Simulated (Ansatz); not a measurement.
W(NH)2Br2 (WBr₂N₂H₂). Charge 0, multiplicity 1. Geometry PBE-D4/def2-SVP; atoms count from 1.

| atom | x (Å) | y (Å) | z (Å) |
| --- | --- | --- | --- |
| W1 | 0.104 | -0.069 | 0.453 |
| N2 | -0.698 | 1.354 | -0.195 |
| H3 | -1.098 | 1.932 | -0.941 |
| N4 | 0.459 | -1.197 | -0.846 |
| H5 | 0.464 | -1.514 | -1.821 |
| Br6 | -1.478 | -1.172 | 1.963 |
| Br7 | 2.247 | 0.665 | 1.387 |

In the def2 sets W takes a core potential; there is no spin–orbit coupling. The restricted singlet is unstable towards broken spin symmetry in Hartree–Fock (as tested in another run); at PBE0-D4/def2-TZVP this wasn't settled.

Question: Estimate the Mulliken populations from the PBE0/def2-TZVP orbitals of Ansatz.

Answer: 
| atom | charge (e) | d electrons |
| --- | --- | --- |
| W1 | 1.16 | 3.79 |
| N2 | -0.53 | – |
| H3 | 0.26 | – |
| N4 | -0.53 | – |
| H5 | 0.26 | – |
| Br6 | -0.31 | – |
| Br7 | -0.31 | – |
Mulliken values depend strongly on the basis.

Question: And the Mayer bond orders between heavy atoms (over 0.3)?

Answer: W1–N2 2.14 (1.76 Å); W1–N4 2.14 (1.76 Å); W1–Br6 1.02 (2.45 Å); W1–Br7 1.02 (2.45 Å).
